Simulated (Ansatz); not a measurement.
Isolated molecules relaxed with PBE0-D4/def2-TZVP in Ansatz; ΔE leaves out vibrations. CBS: MP2 limit from def2 TZ/QZ plus the TZ coupled-cluster correction, frozen cores. DFT in def2-TZVPP. B3LYP here is the variant with VWN-RPA as its local correlation; programs differ in this. Each species was taken in one conformer, which may not be the lowest.

Reaction (formal exchange of groups at the Si–C bond): `N=C(S)[SiH2]O` + `N[SiH2]NCO` → `N[SiH2]N[SiH2]O` + `N=C(S)CO`

```json
{"level": "PBE-D4", "ΔE (kcal/mol)": "-21.4", "difference from CCSD(T)/CBS": "2.9"}
{"level": "PBE0-D4", "ΔE (kcal/mol)": "-22.8", "difference from CCSD(T)/CBS": "1.5"}
{"level": "B3LYP-D4", "ΔE (kcal/mol)": "-22.9", "difference from CCSD(T)/CBS": "1.4"}
{"level": "B2PLYP", "ΔE (kcal/mol)": "-23.8", "difference from CCSD(T)/CBS": "0.5"}
{"level": "PBE", "ΔE (kcal/mol)": "-21.3", "difference from CCSD(T)/CBS": "3.0"}
{"level": "r2SCAN", "ΔE (kcal/mol)": "-23.6", "difference from CCSD(T)/CBS": "0.7"}
{"level": "B3LYP", "ΔE (kcal/mol)": "-22.9", "difference from CCSD(T)/CBS": "1.4"}
{"level": "HF/def2-TZVPP", "ΔE (kcal/mol)": "-25.6", "difference from CCSD(T)/CBS": "-1.3"}
{"level": "SCS-MP2/def2-TZVPP", "ΔE (kcal/mol)": "-24.7", "difference from CCSD(T)/CBS": "-0.4"}
{"level": "CCSD/def2-TZVPP", "ΔE (kcal/mol)": "-24.4", "difference from CCSD(T)/CBS": "-0.1"}
{"level": "CCSD(T)/def2-TZVPP", "ΔE (kcal/mol)": "-24.1", "difference from CCSD(T)/CBS": "0.2"}
{"level": "MP2/def2-QZVPP", "ΔE (kcal/mol)": "-25.3", "difference from CCSD(T)/CBS": "-1.0"}
{"level": "SCS-MP2/def2-QZVPP", "ΔE (kcal/mol)": "-24.9", "difference from CCSD(T)/CBS": "-0.6"}
{"level": "HF/CBS(def2)", "ΔE (kcal/mol)": "-25.7", "difference from CCSD(T)/CBS": "-1.4"}
{"level": "MP2/CBS(def2)", "ΔE (kcal/mol)": "-25.3", "difference from CCSD(T)/CBS": "-1.0"}
{"level": "CCSD/CBS(def2)", "ΔE (kcal/mol)": "-24.6", "difference from CCSD(T)/CBS": "-0.3"}
{"level": "CCSD(T)/CBS", "ΔE (kcal/mol)": "-24.3", "difference from CCSD(T)/CBS": "0"}
```

Largest T1 diagnostic among the species: 0.014.

From PBE to PBE0 (25 % exact exchange), in def2-TZVPP and without D4, ΔE moves by −1.4 kcal/mol.
